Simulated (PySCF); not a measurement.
Al(H)(Et)(OMe) (C3H9AlO), SMILES C[CH2][AlH][O]C.

Geometry: ωB97X-D3(BJ)/def2-SVP. The values are those of a single conformer.

Level of theory: HF/def2-TZVP in PySCF.

Gas-phase values at a fixed geometry.

| Quantity | Value |
|---|---|
| total energy | -435.74546 hartree |
| highest occupied level | -10.57 eV |
| lowest empty level | 2.06 eV |
| orbital gap | 12.63 eV |
| dipole moment | 0.044 e·Å |
| quadrupole, principal values (traceless, Buckingham form, about the centre of nuclear charge) | -6.68, 1.23, 5.45 D·Å |
| mean static polarisability | 61.5 bohr³ (9.11 Å³) |
| polarisability, principal values | 52.6, 58.5, 73.3 bohr³ |
